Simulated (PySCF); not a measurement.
A GIAO shielding run with PySCF 2.14 (density fitting, non-relativistic, gas phase) on `CC(C)S[C@@H]1C[Si@@H]1C#N`, C$_{6}$H$_{11}$NSSi:

```
$ OMP_NUM_THREADS=1 python probes_run.py task.json out

{"job": {"kind": "nmr", "xc": "PBE0", "basis": "pcSseg-1"}, "charge": 0, "multiplicity": 1}
C     -1.023924     1.525133    -0.677235
C     -1.619197     0.439745     0.201645
C     -2.343672    -0.627051    -0.602543
S     -0.358556    -0.304486     1.317383
C      0.769182    -1.125454     0.182043
C      2.155833    -1.428390     0.756957
Si     2.204000    -0.232303    -0.692171
C      2.432225     1.549882    -0.261980
N      2.583645     2.662565    -0.031476
H     -1.820170     2.054110    -1.197460
H     -0.355660     1.095011    -1.422657
H     -0.462439     2.240004    -0.080882
H     -2.308008     0.887081     0.923719
H     -1.683390    -1.057195    -1.353215
H     -2.698982    -1.422094     0.049387
H     -3.199323    -0.188126    -1.112591
H      0.285115    -1.958630    -0.314399
H      2.499021    -2.448255     0.648775
H      2.330140    -1.049931     1.755091
H      2.609012    -0.600938    -2.033440
```

Hardware: 1 thread of an Arm Neoverse N1, shared host. The job also computes population analyses, field gradients, ring-centre shieldings.

(1) How large is the calculation?

(2) How long does it take, and how much memory does it need?

## Answers

(1) 84 electrons, 222 basis functions and 1190 auxiliary functions.

(2) 87 s of wall time, with 14 SCF cycles and 5 response iterations; peak memory 1 GiB. Times on a shared host scatter by some tens of per cent.
